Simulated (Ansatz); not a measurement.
Geometry optimisation, UKS PBE/STO-3G in Ansatz.

The input (input.yaml):

```yaml
crystal:
  periodic: [false, false, false]
  atoms:
    - { symbol: F, position_ang: [-1.8943, -0.5579, -0.2257] }
    - { symbol: C, position_ang: [-0.7588, -0.7945, -0.8283] }
    - { symbol: F, position_ang: [-0.3534, -1.9689, -0.3335] }
    - { symbol: Cl, position_ang: [-0.9413, -0.9722, -2.5782] }
    - { symbol: C, position_ang: [0.2499, 0.3022, -0.5737] }
    - { symbol: Si, position_ang: [0.5748, 0.5874, 1.2485] }
    - { symbol: H, position_ang: [-0.0881, 1.2561, -0.9737] }
    - { symbol: H, position_ang: [1.2388, 0.0894, -1.0509] }
    - { symbol: H, position_ang: [-0.6594, 0.9857, 2.005] }
    - { symbol: H, position_ang: [1.5681, 1.6664, 1.4383] }
    - { symbol: H, position_ang: [1.1292, -0.6506, 1.8926] }
magnetization:
  spin_polarized: true
basis:
  gaussian: { orbitals: STO-3G }
hamiltonian:
  xc: pbe
relax:
  f_tol: 0.02
  max_steps: 40
output:
  orbitals: {}
```

Launched with:

```bash
$ ansatz run input.yaml --threads 1 --pin off --max-ram 2048MiB --backend cpu --events-out ev --progress --plain --runs-dir out
```

Q: Where does it end, and by what steps?

A: The run converged. Limits of this set-up: minimal basis. After 5 steps the energy has fallen by 1.009 eV; Cl4 moved furthest, 0.17 Å.

```json
{"step": "0", "energy less start (eV)": "0.0000", "largest force component (eV/Å)": "5.192", "accepted": "yes"}
{"step": "1", "energy less start (eV)": "-0.8763", "largest force component (eV/Å)": "1.829", "accepted": "yes"}
{"step": "2", "energy less start (eV)": "-0.9986", "largest force component (eV/Å)": "0.584", "accepted": "yes"}
{"step": "3", "energy less start (eV)": "-1.0028", "largest force component (eV/Å)": "0.229", "accepted": "yes"}
{"step": "4", "energy less start (eV)": "-1.0088", "largest force component (eV/Å)": "0.026", "accepted": "yes"}
{"step": "5", "energy less start (eV)": "-1.0089", "largest force component (eV/Å)": "0.005", "accepted": "yes"}
```

```xyz
11
Properties=species:S:1:pos:R:3
F -2.019 -0.560 -0.271
C -0.760 -0.824 -0.794
F -0.332 -2.066 -0.346
Cl -0.969 -0.961 -2.746
C 0.282 0.330 -0.513
Si 0.623 0.620 1.332
H -0.113 1.249 -0.986
H 1.215 0.064 -1.045
H -0.610 0.995 2.004
H 1.597 1.693 1.457
H 1.152 -0.596 1.928
```

Time of the run: 16 s on 1 thread of AMD EPYC 9R45 96-Core Processor (Zen 5), with other jobs on the host, peak memory 0.19 GiB.
